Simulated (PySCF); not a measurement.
Give a PBE0-D3(BJ)/def2-SVP geometry of `CB(F)P[SiH3]`.

Z-matrix in Å and degrees, rows numbered from 1:
```
C 
B   1  1.5623
F   2  1.3357  1  118.18
P   2  1.9195  1  124.94  3  -175.42
Si  4  2.2534  2   99.74  1  -134.71
H   1  1.0979  2  114.69  3   177.61
H   1  1.1040  2  109.01  3   -60.44
H   1  1.1039  2  109.38  3    55.07
H   4  1.4246  2   98.53  1   -33.69
H   5  1.4933  4  108.48  2   170.49
H   5  1.4956  4  113.69  2    49.63
H   5  1.4910  4  107.26  2   -71.35
```

P4 (three-coordinate phosphorus) is pyramidal (angles 99.7°, 99.3° and 98.5°, sum 297.6°, 0.85 Å off the plane of its three neighbours). B2 (three-coordinate boron) is planar (angles 124.9°, 118.2° and 116.7°, sum 359.9°, 0.04 Å off the plane of its three neighbours). Si5 (SiH3 silicon) is distorted tetrahedral (angles from 107.3° to 113.7°).

Level of theory: PySCF 2.14.0, PBE0-D3(BJ)/def2-SVP geometry optimisation, gas phase.

Point group: C1 (no symmetry element, even within 0.4 Å). Stationary, but not proved a minimum. One conformer, not necessarily the lowest (C1–B2–P4–Si5 -135°).
